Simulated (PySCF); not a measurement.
2,4-difluorotoluene, C₇H₆F₂.
Atom-mapped SMILES: `[CH3:1][c:2]1[cH:3][cH:4][c:5]([F:6])[cH:7][c:8]1[F:9]`

NICS is the negative of the GIAO shielding at a point without a nucleus: at the ring centre (0) and 1 Å above and below it (1); zz is the component along the ring normal. Level: GIAO PBE0/pcSseg-1 (PySCF, non-relativistic, gas phase) on the GFN2-xTB geometry, one conformer.

Ring bond lengths (Å), with Mayer bond orders in brackets: C2–C3 1.388 (1.42), C3–C4 1.384 (1.42), C4–C5 1.382 (1.44), C5–C7 1.383 (1.40), C7–C8 1.381 (1.43), C8–C2 1.392 (1.35).

Task: What do the NICS probes read (ppm)?

Result: 
```tsv
ring	type	NICS(0)	NICS(1), two faces	NICS(1)zz, two faces	rms pucker (Å)	centre to ring atoms, mean (Å)
C2–C3–C4–C5–C7–C8	6-membered carbocycle; formal bonds all aromatic	-11.9	-11.4 / -11.4	-26.8 / -26.9	0.00	1.38
```

Task: What do they say, and how far can they be read as aromaticity?

Result: 
- C2–C3–C4–C5–C7–C8: mean NICS(1)zz -26.8 ppm, shielded. The ring is flat and has no four-coordinate atom; by the NICS criterion it is aromatic.

Task: How equal are the bonds by HOMA? Use HOMA with the parameters of Krygowski (1993).

Result: 
- C2–C3–C4–C5–C7–C8: HOMA 0.99 = 1 − EN − GEO, with mean bond length 1.385 Å, EN = α(Ropt − mean)² = 0.002 and GEO = α × variance = 0.004. The geometric and the magnetic index point the same way.

Task: What is the mean of the two in-plane components of NICS at the second NICS(1) probe listed for ring C2–C3–C4–C5–C7–C8, 1 Å off the ring?

Result: The isotropic value is a third of the trace: (3 × -11.4 − (-26.9))/2 = -3.7 ppm.

Task: Give the inner angles of the rings and the Hirshfeld charges of the ring atoms.

Result: 
- C2–C3–C4–C5–C7–C8: C2 117.2° (-0.013 e), C3 121.6° (-0.044 e), C4 118.9° (-0.075 e), C5 121.8° (+0.089 e), C7 117.5° (-0.086 e), C8 123.0° (+0.090 e); sum 720.0° against 720° for a flat convex ring.
